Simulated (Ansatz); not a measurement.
Consider the isomerisation: `[CH3][AlH][BH]N` → `[BH2][Al]([CH3])[NH2]`.

Computed with Ansatz on PBE0-D4/def2-TZVP structures; ΔE is electronic, products minus reactants. CCSD(T)/CBS is the MP2 limit (def2-TZVPP, def2-QZVPP) plus CCSD(T) − MP2 in def2-TZVPP, frozen cores. Functionals use def2-TZVPP. HSE06 is defined as in plane-wave codes. One conformer a species, not always the lowest.

`[CH3][AlH][BH]N`:

Z-matrix (Å, degrees):
```
C
Al 1 1.959
H 1 1.096 2 110.7
H 1 1.092 2 113.5 3 -121.6
H 1 1.096 2 110.5 3 117.1
B 2 2.143 1 126.2 3 122.9
H 2 1.608 1 116.2 3 -57.1
N 6 1.391 2 118.6 1 179.7
H 6 1.204 2 125.9 1 -0.2
H 8 1.009 6 123.6 2 -180.0
H 8 1.007 6 123.4 2 0.0
```

`[BH2][Al]([CH3])[NH2]`:

Cartesian coordinates in Å:
```
B 0.655 -1.992 0.573
Al 0.178 0.008 0.014
C -1.651 0.630 -0.310
N 1.496 1.185 -0.172
H 0.875 -2.863 -0.225
H 0.701 -2.362 1.715
H -1.686 1.689 -0.582
H -2.126 0.065 -1.119
H -2.281 0.494 0.575
H 1.365 2.150 -0.432
H 2.476 0.998 -0.036
```

```csv
level,ΔE (kJ/mol),difference from CCSD(T)/CBS
BLYP-D4,49.9,8.5
r2SCANh-D4,46.9,5.5
HSE06-D4,53.3,11.9
CAM-B3LYP-D4,47.5,6.1
PBE-QIDH,47.5,6.1
revPBE,54.9,13.5
HF/def2-SVP,45.9,4.5
HF/def2-TZVPP,33.0,-8.4
HF/def2-QZVPP,31.9,-9.5
CCSD/CBS(def2),38.4,-3.0
CCSD(T)/CBS,41.4,0
```

Largest T1 diagnostic among the species: 0.012.

At CCSD(T), def2-SVP lies +21.1 kJ/mol from the extrapolated value and def2-TZVPP +2.4 kJ/mol. From PBE to PBE0 (25 % exact exchange), in def2-TZVPP and without D4, ΔE moves by −4.7 kJ/mol.
